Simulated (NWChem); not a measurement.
Molecule: C₂H₆Ge; SMILES C=[CH][GeH3]

Results from NWChem. The level has its own optimisation; frequencies are unscaled. Brackets give each atom's bonded neighbours.

**Question.** Estimate the computed values for PBE-D3(BJ)/def2-SVP. Quantities: r C–Ge (Å); r Ge–H (Å); r C–C (Å); r C–H [C(CGeH)–H(C)] (Å); highest harmonic frequency (cm⁻¹); lowest (cm⁻¹); zero-point energy (kcal/mol); dipole (D).

**Answer.** 
| Property | Value |
|---|---|
| r C–Ge (Å) | 1.951 |
| r Ge–H (Å) | 1.552 |
| r C–C (Å) | 1.346 |
| r C–H [C(CGeH)–H(C)] (Å) | 1.105 |
| highest harmonic frequency (cm⁻¹) | 3140 |
| lowest (cm⁻¹) | 120 |
| zero-point energy (kcal/mol) | 39.6 |
| dipole (D) | 0.59 |
